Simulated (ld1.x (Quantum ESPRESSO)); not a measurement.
## What the settings do to the TM potential of Al (Z = 13)

Base potential:

* Element: Al
* Generator: ld1.x (Quantum ESPRESSO) 7.5
* Type: norm-conserving Troullier–Martins (Kleinman–Bylander form)
* Functional: PBEsol
* Relativity: scalar-relativistic
* Frozen core: [Ne]
* Valence charge: 3
* Reference configuration: 3s1.5 3p1.5
* Partial waves: 3s (bound): rc 1.55 bohr; 3d channel at 0.2 Ry: rc 1.70 bohr; 3p (bound): rc 1.75 bohr
* Local potential: the p channel
* Core correction: Bessel-smoothed model core, default radius (core density twice the valence density)

All-electron outer shells of the reference configuration (PBEsol, scalar-relativistic, ld1.x):

| shell | level (eV) | outermost node (bohr) | outermost maximum (bohr) |
| --- | --- | --- | --- |
| 2s | -108.78 | 0.16 | 0.50 |
| 2p | -70.47 | – | 0.43 |
| 3s | -8.14 | 0.80 | 2.06 |
| 3p | -3.02 | 0.82 | 2.61 |

Cutoffs, loose and tight: the cutoffs (Ry, on a coarse ladder) from which the occupation-weighted sum of valence levels, in a spherical-Bessel basis at the reference potential, stays within 10 and 1 mRy of its value at 400 Ry. They do not see the model core or the augmentation charge, which bear on the density cutoff. Test errors are all-electron minus pseudo excitation energies from the reference, over the configurations 3s2 3p1; 3s2 3p0; 3s1 3p0; 3s0 3p3; 3s1 3p2; 3s1 3p1; 3s2 3p1.3. A dash means not determined; rows that change the core or the reference have their own tests.

```csv
change,outcome,"cutoff, loose","cutoff, tight",bound ghosts,largest test error (meV)
base,generated,25 Ry,50 Ry,none,+4.7
"all radii but the core radius scaled by about 0.94 (s 1.46, p 1.64, d 1.60 bohr)",generated,30 Ry,70 Ry,none,+5.1
"all radii but the core radius scaled by about 1.09 (s 1.68, p 1.90, d 1.86 bohr)",generated,10 Ry,30 Ry,none,+4.9
"all radii but the core radius scaled by about 1.14 (s 1.78, p 2.00, d 1.94 bohr)",generated,10 Ry,30 Ry,none,+5.5
"all radii but the core radius scaled by about 1.23 (s 1.90, p 2.16, d 2.10 bohr)",generated,10 Ry,30 Ry,none,+6.6
"all radii but the core radius scaled by about 1.40 (s 2.18, p 2.46, d 2.38 bohr)",generated,8 Ry,25 Ry,none,-11
```

(1) What comes out with this change to the base: all radii but the core radius scaled by about 1.28 (s 1.98, p 2.24, d 2.18 bohr)?

(2) What comes out with this change to the base: all radii but the core radius scaled by about 0.74 (s 1.16, p 1.30, d 1.26 bohr)?

(3) What comes out with this change to the base: all radii but the core radius scaled by about 0.81 (s 1.26, p 1.42, d 1.38 bohr)?

Results:

(1) outcome: generated; cutoff, loose: 10 Ry; cutoff, tight: 25 Ry; bound ghosts: none; largest test error (meV): +7.1.

(2) outcome: generated; cutoff, loose: 120 Ry; cutoff, tight: 230 Ry; bound ghosts: none; largest test error (meV): +14.

(3) outcome: generated; cutoff, loose: 50 Ry; cutoff, tight: 140 Ry; bound ghosts: none; largest test error (meV): +8.6.

Reading the sweep of the scale of all radii but the core radius (base = 1) (base included, trends over the rows without a ghost): The loose cutoff falls from 120 Ry at 0.74 to 8 Ry at 1.4. A larger radius leaves more room for a smooth pseudo-wave, so fewer plane waves are needed; a smaller one forces it to follow the all-electron wave where it bends sharply. The median size of the test errors (rows with all tests solved) is not monotonic: lowest 0.3 meV at 1, highest 1.4 meV at 0.74.
